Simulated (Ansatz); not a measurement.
Question: Name a neutral molecule of Al, C, N, P and H with HOMO energy (PBE/def2-TZVPP) between -5.10 and -4.80 eV and size of the dipole moment (ωB97M-V/def2-TZVPP) between 1.55 and 1.85 D (Ansatz, PBE0-D4/def2-TZVP geometry).

Answer: `CN(P)[CH2][AlH2]` (-4.97 eV, 1.64 D). Other molecules can fit too; these were computed, each in one conformer that needn't be the lowest.
